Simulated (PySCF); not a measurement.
**Löwdin shares of the frontier orbitals**

C6H6B2F2.
Numbering: `[BH2:1][c:2]1[cH:3][cH:4][cH:5][c:6]([B:7]([F:8])[F:9])[cH:10]1` (hydrogens: H11, H12 on B1; H13 on C3; H14 on C4; H15 on C5; H16 on C10)

Structure used (PBE0-D3(BJ)/def2-SVP), in Å, numbered top down from 1:
```xyz
16
C6H6B2F2 angstrom
B     -2.5067   -1.0735    0.4524
C     -1.2178   -0.2634    0.2138
C     -1.2289    1.1471    0.1909
C     -0.0659    1.8805   -0.0262
C      1.1399    1.2115   -0.2242
C      1.2006   -0.1927   -0.2062
B      2.5458   -0.9296   -0.4139
F      3.6653   -0.2661   -0.6425
F      2.6300   -2.2474   -0.3705
C      0.0170   -0.9074    0.0125
H     -3.5603   -0.5060    0.6281
H     -2.4689   -2.2823    0.4642
H     -2.1769    1.6696    0.3478
H     -0.0960    2.9725   -0.0405
H      2.0562    1.7835   -0.3951
H      0.0503   -2.0006    0.0272
```

Computed with TDDFT CAM-B3LYP/def2-SVPD, vertical, gas phase, core orbitals frozen in the response (PySCF 2.14.0, density-fitted response routines).

Kohn–Sham orbitals with the atoms that hold most of them (Löwdin shares over 4%, at most four atoms; ? is withheld):

```json
{"orbital": "HOMO-3", "ε (eV)": "-10.90", "atoms": "B1 32%, H12 21%, C2 16%, C3 9%"}
{"orbital": "HOMO-2", "ε (eV)": "-10.80", "atoms": "B1 26%, H11 17%, C2 15%, C10 10%"}
{"orbital": "HOMO-1", "ε (eV)": "-9.33", "atoms": "C2 22%, C6 20%, C5 17%, C3 17%"}
{"orbital": "HOMO", "ε (eV)": "-9.20", "atoms": "?"}
{"orbital": "LUMO", "ε (eV)": "?", "atoms": "?"}
{"orbital": "LUMO+1", "ε (eV)": "-0.50", "atoms": "C10 20%, C6 16%, B7 14%, C3 11%"}
{"orbital": "LUMO+2", "ε (eV)": "0.82", "atoms": "B7 46%, B1 13%, C5 5%, F8 5%"}
```

Q: Give the leading atoms of the LUMO.

A: B1 (bonded to C and 2 H) 29%; C5 (bonded to 2 C and H) 15%; C2 (bonded to B and 2 C) 13%; C3 (bonded to 2 C and H) 12%. By element: carbon 40% or more, boron 29% or more.

Q: Which atoms hold the HOMO, and with what shares?

A: C4 (bonded to 2 C and H) 26%; C10 (bonded to 2 C and H) 22%; C3 (bonded to 2 C and H) 12%; C6 (bonded to B and 2 C) 11%.

Q: What is the LUMO energy, and the HOMO–LUMO gap?

A: ε(LUMO) = -1.30 eV; the gap is 7.90 eV (0.2902 hartree).

Q: The HOMO–LUMO gap is 7.90 eV. Where does the response calculation put the lowest singlet, and from which orbitals?

A: S1 is at 4.77 eV (f = 0.023), 3.13 eV below the gap, made of HOMO→LUMO (70%), HOMO-1→LUMO+1 (17%). Without the coupling terms of the response equations the lowest excitation would equal the gap.

Next come S2 at 5.31 eV (f 0.180), HOMO-1→LUMO (76%), HOMO→LUMO+1 (12%), HOMO→LUMO (10%); S3 at 5.57 eV (f 0.0000), HOMO-2→LUMO (68%), HOMO-3→LUMO (17%); S4 at 5.63 eV (f 0.0005), HOMO-3→LUMO (73%), HOMO-2→LUMO (19%); S5 at 6.08 eV (f 0.198), HOMO→LUMO+1 (43%), HOMO-1→LUMO+1 (29%), HOMO→LUMO (12%).

Löwdin shares depend on the basis, the more so with diffuse functions.

Time: 4.5 min wall; peak memory 1.4 GiB. Hardware: an Arm Neoverse V1 with one thread, shared host.
